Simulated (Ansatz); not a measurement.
ClH$_{4}$NSn, SMILES `[NH2][SnH2][Cl]`. Total charge 0; spin multiplicity 1. Sn takes the def2 core potential. Geometry: relaxed with PBE0-D4/def2-TZVP. It is one conformer, not always the lowest.

```xyz
7

N    -1.191   -0.466   -0.123
Sn    0.682    0.219    0.058
Cl    0.513    2.471    0.652
H    -1.481   -0.740   -1.049
H    -1.482   -1.161    0.548
H     1.478    0.209   -1.445
H     1.480   -0.531    1.359
```

Problem. What is the dipole moment at B3LYP/def2-TZVPP? (Best estimate.)

Solution. Ansatz gave: 3.53 D, with components (0.20, -3.41, -0.90) D in this frame, pointing from negative to positive charge.

Problem. And with PBE, r2SCAN, ωB97M-V? (An estimate is asked.)

Solution. The calculation gave: PBE 3.43 D, r2SCAN 3.54 D, ωB97M-V 3.58 D.

Problem. Give the Mulliken charges with B3LYP, r2SCAN, PBE in def2-TZVPP. (Estimate.)

Solution. Computed: 
```tsv
atom	B3LYP	r2SCAN	PBE
N1	-0.54	-0.58	-0.52
Sn2	0.90	0.90	0.82
Cl3	-0.40	-0.41	-0.38
H4	0.14	0.16	0.15
H5	0.14	0.16	0.15
H6	-0.12	-0.11	-0.11
H7	-0.12	-0.11	-0.11
```

B3LYP here is the variant with VWN-RPA as its local correlation; programs differ in this.
